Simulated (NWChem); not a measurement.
System: C$_{3}$H$_{7}$NSi; SMILES NC=C=C[SiH3]

The following NWChem deck was run.

```
start job
memory heap 200 mb stack 900 mb global 1100 mb
geometry units angstroms
  N     -1.886161     0.594243    -1.931185
  C     -1.752690     0.136380    -0.609251
  C     -0.689577    -0.425749    -0.104839
  C      0.409779    -0.885263     0.413130
  Si     1.793341     0.191870     1.110234
  H     -2.798573     0.414767    -2.328254
  H     -1.147428     0.262239    -2.537037
  H     -2.616442     0.329861     0.015023
  H      0.557086    -1.959968     0.468192
  H      1.984485    -0.146282     2.524829
  H      3.029962    -0.112246     0.380694
  H      1.450859     1.604509     0.963427
end
basis spherical
  * library def2-svp
end
dft
  xc pbe0
  iterations 150
end
driver
  maxiter 120
end
task dft optimize
```

Not confirmed as a minimum by frequencies.

The level has its own optimisation. Brackets give each atom's bonded neighbours.

Q: Give the results of this calculation. (PBE0/def2-SVP.) Quantities: r C–N (Å); r H–N (Å); r C–C [C(CC)–C(CHN)] (Å); r C–H [C(CHN)–H(C)] (Å); dipole (D).

A: 
```
Property                  Result
------------------------  ------
r C–N (Å)                  1.395
r H–N (Å)                  1.014
r C–C [C(CC)–C(CHN)] (Å)   1.318
r C–H [C(CHN)–H(C)] (Å)    1.098
dipole (D)                  2.26
```
